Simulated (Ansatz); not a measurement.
Start from `N[SiH](N)[SiH3]` and change one atom or group to get `N[SiH2][SiH3]`.

Ansatz, PBE0-D4/def2-TZVP geometries, multiplicity 1. Each molecule was computed in one conformer, which needn't be the lowest.

| property | `N[SiH](N)[SiH3]` |
| --- | --- |
| LUMO energy (B3LYP/def2-TZVPP) / eV | 0.06 |
| size of the dipole moment (ωB97M-V/def2-TZVPP) / D | 1.21 |
| HOMO energy (PBE/def2-TZVPP) / eV | -5.64 |
| HOMO–LUMO gap (ωB97M-V/def2-TZVPP) / eV | 10.93 |
| HOMO–LUMO gap (B3LYP/def2-TZVPP) / eV | 6.75 |
| size of the dipole moment (B3LYP/def2-TZVPP) / D | 1.20 |

Problem. Give the same properties after the change, and the shifts. (Estimate.)

Solution. The calculation gave: 
| property | `N[SiH2][SiH3]` | shift |
| --- | --- | --- |
| LUMO energy (B3LYP/def2-TZVPP) / eV | -0.35 | -0.41 |
| size of the dipole moment (ωB97M-V/def2-TZVPP) / D | 1.47 | 0.26 |
| HOMO energy (PBE/def2-TZVPP) / eV | -6.00 | -0.36 |
| HOMO–LUMO gap (ωB97M-V/def2-TZVPP) / eV | 11.09 | 0.16 |
| HOMO–LUMO gap (B3LYP/def2-TZVPP) / eV | 6.78 | 0.03 |
| size of the dipole moment (B3LYP/def2-TZVPP) / D | 1.45 | 0.25 |

With PBE0 the HOMO falls by 0.45 eV and the LUMO falls by 0.40 eV, so the gap widens by about 0.05 eV. PBE moves the HOMO by -0.36 eV and ωB97M-V by -0.55 eV. Dipoles are sizes alone; their direction can turn.

B3LYP here is the variant with VWN-RPA as its local correlation; programs differ in this.
